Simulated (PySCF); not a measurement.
Mapped SMILES: `[CH3:1]/[C:2]([CH:3]=[O:4])=[N:5]/[SiH2:6][O:7][SiH3:8]`. Hydrogens are named by the atom that carries them.

Theory: GIAO PBE0/pcSseg-1 shieldings, coordinates at the GFN2-xTB level, in PySCF (fast rotation and ring inversion assumed for equivalent nuclei, non-relativistic, no solvent, one conformer).

Referencing at the same level of theory: TMS for $^{13}$C and $^{1}$H and $^{29}$Si; $^{17}$O vs H2O; $^{15}$N vs NH3.

```
 atoms    nucleus  count  δ (ppm)
 H(C1)    $^{1}$H      3        ?
H(Si8)    $^{1}$H      3     5.19
H(Si6)    $^{1}$H      2     5.44
    C1   $^{13}$C      1     27.2
    C2   $^{13}$C      1        ?
    N5   $^{15}$N      1    415.8
    O4   $^{17}$O      1    712.2
    O7   $^{17}$O      1        ?
 H(C3)    $^{1}$H      1     9.60
   Si6  $^{29}$Si      1    -56.2
   Si8  $^{29}$Si      1        ?
    C3   $^{13}$C      1    193.8
```

Question: Estimate the values marked ?.

Answer: 
- C2: 181.3 ppm, C=N carbon
- H(C1): 2.37 ppm, hydrogen on a methyl carbon
- O7: 43.6 ppm, oxygen bonded to 2 Si
- Si8: -47.2 ppm, silicon bonded to O, 3 H

Shifts are as computed. Against solution values, carbons near 30 ppm lie about +3 ppm off and those near 130 ppm about +5 ppm. Of 1309 compounds with measured shifts, 239 miss one by over three times the rms of a fit or turn the order of signals round; such compounds aren't used in these exercises. Unscaled 17O shifts of doubly bonded oxygen tend to come out too high, by tens of ppm or more. Experimental scales use liquid or dissolved standards, which lie at an offset from isolated NH3 (liquid NH3: subtract about 20 ppm) and H2O (liquid H2O: subtract about 36 ppm). Unscaled 15N shifts of sp2 nitrogen come out 20 to 40 ppm too high even then.
